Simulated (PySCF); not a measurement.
## Worked example: the step energy

An elementary step of BHCl3F, closed shell (BCl₃ ([Cl][B]([Cl])[Cl]) + HF → BCl₂F ([F][B]([Cl])[Cl]) + HCl; B–Cl, H–F broken or loosened, B–F, Cl–H formed or tightened). “Start” and “end” are the PBE0-D4/def2-TZVP structures reached by relaxing down either side of its saddle point, with the molecules still in contact.

Computed with PySCF 2.14 with density fitting (its default auxiliary sets; JK sets also for MP2 and CCSD(T)) (basis: def2-TZVPP and def2-QZVPP); correlated methods freeze the cores.

Energies in eV:

| quantity | end | start |
| --- | --- | --- |
| Hartree–Fock, triple zeta (X = 3) | -40910.89533 | -40910.08872 |
| Hartree–Fock, quadruple zeta (X = 4) | -40912.07757 | -40911.26309 |
| MP2 correlation, X = 3 | -25.14793 | -25.43389 |
| MP2 correlation, X = 4 | -27.68231 | -28.00438 |
| CCSD(T) correlation, X = 3 | -27.62432 | -27.82192 |

Problem. Work out the step energy at the basis limit: extrapolate Hartree–Fock as E(X) = E∞ + A exp(−7.88 √X) and the MP2 correlation as E(X) = E∞ + B X^−2.97 (the exponents that Neese and Valeev fitted for def2-TZVPP and QZVPP), then add CCSD(T) − MP2 in triple zeta.

Solution. Each step is linear, so take the differences first (end − start): Hartree–Fock -0.80661 (X = 3) and -0.81448 (X = 4); MP2 correlation 0.28596 and 0.32207; CCSD(T) correlation 0.19760.
Two points give E∞ = E(4) + w [E(4) − E(3)], with w = 1/(exp(7.88 (2 − √3)) − 1) = 0.1377 for Hartree–Fock and w = 1/((4/3)^2.97 − 1) = 0.7407 for the correlation.
Hartree–Fock: -0.81448 + 0.1377 × (-0.00787) = -0.8156 eV.
MP2 correlation: 0.32207 + 0.7407 × 0.03611 = 0.3488 eV.
CCSD(T) − MP2: 0.19760 − 0.28596 = -0.0884 eV.
Sum: -0.8156 + 0.3488 + (-0.0884) = -0.5552 eV, or -12.80 kcal/mol. Plain CCSD(T) in triple zeta gives -0.6090 eV, so the larger basis shifts the result by 0.0538 eV.

T1 diagnostic: at most 0.011.

Labels in which every atom is bracketed show which atoms are joined, not bond orders.

For scale, one of the runs: CCSD(T)/def2-TZVPP, 202 basis functions, launched by `OMP_NUM_THREADS=4 python run.py`. Time: 8.6 min of wall clock on 4 CPU threads of an Arm Neoverse V2; the host was shared. Peak host memory: 3 GiB.
